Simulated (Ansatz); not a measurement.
Energy needed to pull apart ZnF2 (SMILES [F][Zn][F]), closed shell, into free ground-state atoms, from the structure below (displaced at random from a GFN2-xTB minimum); no zero-point or spin–orbit terms; open-shell atoms are treated unrestricted, in their ground-state multiplicity.

```json
{"atom": "F1", "x (Å)": "-1.2290", "y (Å)": "0.2820", "z (Å)": "-0.6328"}
{"atom": "Zn2", "x (Å)": "0.1777", "y (Å)": "0.4735", "z (Å)": "0.1795"}
{"atom": "F3", "x (Å)": "1.0593", "y (Å)": "-0.9291", "z (Å)": "0.4782"}
```

Program: Ansatz 0.2.0. Basis: def2-TZVPP. Cores are frozen in the correlated methods. The 3s and 3p shells of Cu and Zn are frozen; filled d shells are correlated. B3LYP uses VWN-RPA correlation.

```json
{"method": "PBE-D4", "atomization energy (kJ/mol)": "681"}
{"method": "r2SCAN-D4", "atomization energy (kJ/mol)": "677"}
{"method": "PBE0-D4", "atomization energy (kJ/mol)": "?"}
{"method": "B3LYP-D4", "atomization energy (kJ/mol)": "629"}
{"method": "r2SCANh-D4", "atomization energy (kJ/mol)": "660"}
{"method": "wB97M-V", "atomization energy (kJ/mol)": "?"}
{"method": "HF", "atomization energy (kJ/mol)": "396"}
{"method": "MP2", "atomization energy (kJ/mol)": "717"}
{"method": "CCSD", "atomization energy (kJ/mol)": "626"}
{"method": "CCSD(T)", "atomization energy (kJ/mol)": "644"}
```

(1) What does wB97M-V give? (To be estimated.)

(2) What does PBE0-D4 give? (Judge from chemistry; the value comes from the calculation.)

The T1 diagnostic stays at or below 0.020.

Answers

(1) The calculation gives: 657 kJ/mol, which is about 14 kJ/mol more than CCSD(T)/def2-TZVPP.

(2) Computed: 643 kJ/mol, which is about 0 kJ/mol less than CCSD(T)/def2-TZVPP.

In triple zeta the MP2 and coupled-cluster atomization energies are still short of their basis limit by a few kcal/mol a bond, whereas those of the functionals are nearly converged, so these differences are not deviations from converged CCSD(T).

For scale, one of the runs: CCSD(T)/def2-TZVPP forces, 126 basis functions (an equivalent command: `ansatz run in.yaml --threads 4`). Hardware: 4 CPU threads, shared host. Wall time 38 s; peak host memory 1 GiB.
